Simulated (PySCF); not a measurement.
SMILES OB(O)[SiH2]Cl, PBE0/def2-SVP optimised geometry.

```
9

Si    -1.10    -0.29     0.00
Cl    -1.60    -1.22     1.81
B      0.95    -0.29     0.00
O      1.73     0.21    -0.99
O      1.57    -0.82     1.07
H     -1.73     1.07     0.00
H     -1.73    -1.07    -1.10
H      1.26     0.58    -1.73
H      0.94    -1.16     1.73
```

Density from PBE0/def2-TZVP run with PySCF at that geometry.

Minimum of the electron density along straight lines between bonded atoms, close to the bond critical point (lines longer than 1.1 times the sum of covalent radii, or with two minima, are not listed):

| bond | length / Å | ρ at the minimum / e bohr⁻³ | ∇²ρ there / e bohr⁻⁵ | position (fraction from the first atom) |
|---|---|---|---|---|
| Si1–Cl2 | 2.099 | … | … | 0.36 |
| Si1–B3 | 2.047 | 0.113 | … | 0.39 |
| B3–O4 | 1.357 | 0.212 | 0.95 | 0.33 |
| B3–O5 | 1.350 | 0.217 | 0.98 | 0.33 |
| Si1–H6 | 1.495 | 0.120 | 0.15 | 0.49 |
| Si1–H7 | 1.495 | 0.120 | 0.15 | 0.49 |
| O4–H8 | 0.960 | 0.361 | -2.49 | 0.81 |
| O5–H9 | 0.966 | 0.354 | -2.44 | 0.81 |

Problem. Complete the blanks.

Solution. 
- Si1–Cl2, ρ at the minimum / e bohr⁻³: 0.090
- Si1–Cl2, ∇²ρ there / e bohr⁻⁵: 0.19
- Si1–B3, ∇²ρ there / e bohr⁻⁵: -0.11
